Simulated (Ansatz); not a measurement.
Ansatz (a program for electronic structure) input:

Ansatz 0.2 input:
```yaml
crystal:
  periodic: [false, false, false]
  atoms:
    - {symbol: Al, position_ang: [-0.82832125, -0.71720851, -0.81811482]}
    - {symbol: Br, position_ang: [0.01754099, 1.64283823, -1.03351702]}
    - {symbol: Br, position_ang: [0.29012119, -1.37644650, 1.33738824]}
basis:
  gaussian:
    orbitals: def2-TZVPD
hamiltonian:
  xc: {name: BHLYP}
total_charge: -1
output: {forces: true}
```

Question: What final total energy does it print?

Answer: -5390.92229 Eh (BHLYP/def2-TZVPD). The basis has 157 functions.
